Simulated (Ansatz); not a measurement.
CH7AlOSi2 can be A, `O=C[SiH2][SiH2][AlH2]`, or B, `[CH2]1O[SiH2][SiH2][AlH]1`.

Isolated molecules relaxed with PBE0-D4/def2-TZVP in Ansatz; ΔE leaves out vibrations. CBS: MP2 limit from def2 TZ/QZ plus the TZ coupled-cluster correction, frozen cores. Functionals use def2-TZVPP. B3LYP here is the variant with VWN-RPA as its local correlation; programs differ in this. One conformer a species, not always the lowest.

A:

```xyz
12

O     0.3348    1.9240    2.9261
C     0.8472    1.7486    1.8519
Si   -0.1358    1.1693    0.2981
Si    0.2614   -1.1175   -0.0391
Al   -0.9409   -1.8411   -2.0433
H     1.9497    1.8894    1.7357
H    -1.5783    1.4567    0.5060
H     0.3702    1.9335   -0.8778
H     1.7411   -1.2664   -0.1680
H    -0.1687   -1.8200    1.2035
H    -2.4240   -2.3919   -1.9266
H    -0.2568   -1.6846   -3.4665
```

B:

Z-matrix (Å, degrees):
```
C
Al 1 1.994
O 1 1.432 2 110.9
H 1 1.101 2 111.9 3 123.0
H 1 1.096 2 111.8 3 -119.3
Si 2 2.443 1 100.9 3 -14.7
H 2 1.588 1 123.8 3 166.4
Si 3 1.657 1 122.5 2 42.1
H 6 1.488 2 117.3 1 -122.6
H 6 1.490 2 115.0 1 106.2
H 8 1.484 3 105.6 1 -170.9
H 8 1.496 3 110.7 1 71.3
```

Problem. Which isomer does CCSD(T)/CBS put lower? Give the gap. (An estimate is asked.)

Solution. The calculation gave: B, by 36.3 kcal/mol.

Problem. Give E(B) − E(A) in kcal/mol with r2SCAN-D4, PBE-D4, MP2/def2-TZVPP, CCSD(T)/def2-TZVPP, ωB97M-V, B3LYP, CCSD/def2-TZVPP. (An estimate is asked.)

Solution. Ansatz gave: r2SCAN-D4 -35.9, PBE-D4 -33.1, MP2/def2-TZVPP -37.7, CCSD(T)/def2-TZVPP -34.8, ωB97M-V -36.8, B3LYP -31.6, CCSD/def2-TZVPP -34.9. None reverses the order clearly.

Largest T1 diagnostic: 0.016.

The D4 term adds −1.8 kcal/mol with B3LYP and −0.8 kcal/mol with PBE0; it sums over pairs of atoms, weighted by their polarisabilities, and B3LYP, whose exchange is more repulsive, gets the larger term. From PBE to PBE0 (25 % exact exchange), in def2-TZVPP and without D4, E(B) − E(A) moves by −3.9 kcal/mol.
